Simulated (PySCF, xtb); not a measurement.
C3H6FNSi, SMILES [SiH2](F)N1CC=C1.

GFN2-xTB (xtb) at its own geometry gives an orbital gap of 4.31 eV and a dipole moment of 1.62 D.

Geometry: B3LYP-D3(BJ)/def2-SVP. This is a generated structure with no PubChem entry under its InChIKey; it may be hypothetical. One conformer was computed; it need not be the lowest.

Q: What does ωB97X/def2-TZVP (PySCF) give? (Estimate from the structure and the level; the computed values follow.)

A: gap 11.04 eV (levels -8.62 and 2.42 eV), dipole 1.66 D.
